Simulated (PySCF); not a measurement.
## Shifts of the heteroatoms

Bonds (- single, = double, # triple, : aromatic): C1=C2, C2-Si3, Si3-O4, Si3-C5, C5=O6, Si3-Si7, Si7-C8, C8#N9. C1 carries H10, H11; C2 carries H12; O4 carries H13; C5 carries H14; Si7 carries H15, H16. Stereochemistry as in C=C[Si@@](O)(C=O)[SiH2]C#N. H10 is cis to Si3; H16 is pro-R; H15 is pro-S; H11 is trans to Si3.

[PySCF 2.14.0 with density-fitted response routines: coordinates at the GFN2-xTB level; PBE0/pcSseg-1 with gauge-including orbitals; no relativistic terms; one computed conformer; no solvent model]

(1) Predict the ²⁹Si NMR data.

(2) Predict the ¹⁵N NMR data.

(3) Where does ¹⁷O resonate?

## Answers

(1) 
```
atoms                   environment  σ (ppm)  δ (ppm)
  Si3  silicon bonded to 2 C, O, Si    379.3    -31.8
  Si7  silicon bonded to C, Si, 2 H    463.8   -101.3
```

Shieldings were converted by a linear fit to measured shifts: ²⁹Si: δ = 279.94 − 0.822σ (rms 8.9 ppm, 72 shifts, 25.8 ppm with the 6 outliers that the fit left out vs TMS, solution or neat liquid). A few per cent of atoms miss by over 2 rms, more outside the fitted compound classes.

On a 400 MHz spectrometer ²⁹Si resonates near 79.5 MHz, so 1 ppm is 79.5 Hz.

(2) 
```
atoms       environment  σ (ppm)  δ (ppm)
   N9  nitrile nitrogen   -104.3    -51.9
```

Shieldings were converted by a linear fit to measured shifts: ¹⁵N (scatter 6.3 ppm rms vs CH3NO2, solution or neat liquid). Occasional misses reach two or three times the rms, and more in compound classes unlike the fitted ones.

On a 300 MHz spectrometer ¹⁵N resonates near 30.4 MHz, so 1 ppm is 30.4 Hz.

(3) 
| atoms | environment | σ (ppm) | δ (ppm) |
| --- | --- | --- | --- |
| O6 | carbonyl oxygen | -582.9 | 797.7 |
| O4 | oxygen bonded to Si, H | 330.3 | -34.1 |

Shieldings were converted by a linear fit to measured shifts: ¹⁷O: δ = 266.70 − 0.911σ (rms 10.7 ppm, 155 shifts, 12.2 ppm with the 3 outliers that the fit left out vs liquid water, solution or neat liquid). A few per cent of atoms miss by over 2 rms, more outside the fitted compound classes.

On a 500 MHz spectrometer ¹⁷O resonates near 67.8 MHz, so 1 ppm is 67.8 Hz.
